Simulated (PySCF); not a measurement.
Frontier levels across methods

C₇H₉N.
Structure used (PBE0-D3(BJ)/def2-SVP), in Å, numbered top down from 1:
```
atom  x, y, z in Å
C1    -2.006   -1.052   -0.217
C2    -0.575   -0.626   -0.080
C3     0.469   -1.551   -0.108
C4     1.801   -1.167    0.034
C5     2.098    0.183    0.209
C6     1.077    1.127    0.236
C7    -0.265    0.742    0.093
N8    -1.281    1.679    0.174
H9    -2.608   -0.723    0.647
H10   -2.091   -2.145   -0.292
H11   -2.480   -0.626   -1.120
H12    0.222   -2.609   -0.244
H13    2.597   -1.914    0.009
H14    3.134    0.510    0.323
H15    1.314    2.186    0.372
H16   -2.142    1.453   -0.307
H17   -1.002    2.643    0.044
```

Basis pcSseg-1 throughout (PySCF), one geometry. Isolated species at its PBE0-D3(BJ)/def2-SVP geometry, gas phase.

Problem. How do the orbital energies, the gap and the dipole change with the method?

Solution. 
```
   method                    kind  HOMO (eV)  LUMO (eV)  gap (eV)  μ (D)  SCF cycles
     BLYP                     GGA      -4.62      -0.60      4.02   1.98          15
      KT3                     GGA      -4.81      -0.71      4.10   1.92          15
      KT2                     GGA      -4.83      -0.75      4.08   1.95          15
      LDA                     LDA      -4.97      -0.98      3.99   2.08          15
    B97-2           global hybrid      -5.58       0.07      5.65   1.89          12
    B3LYP           global hybrid      -5.59      -0.06      5.53   1.89          13
     PBE0           global hybrid      -5.81       0.11      5.92   1.90          13
CAM-B3LYP  range-separated hybrid      -6.99       1.21      8.20   1.83          12
       HF            Hartree–Fock      -7.81       3.69     11.51   1.66          12
```

The HOMO spans 3.20 eV, from BLYP down to HF, and the gap runs from 3.99 eV (LDA) to 11.51 eV (HF). Over the methods BLYP (0 %), KT3 (0 %), KT2 (0 %), LDA (0 %), B97-2 (21 %), B3LYP (20 %), PBE0 (25 %), HF (100 %), a straight line through the gap against the share of exact exchange rises by 0.75 eV for each 10 % (correlation coefficient 1.000). The dipole ranges from 1.66 D (HF) to 2.08 D (LDA). This basis has no diffuse functions.

The vertical ΔSCF ionisation energy at CAM-B3LYP/def2-SVPD is 7.72 eV; −ε(HOMO) comes closest to it with HF (7.81 eV).
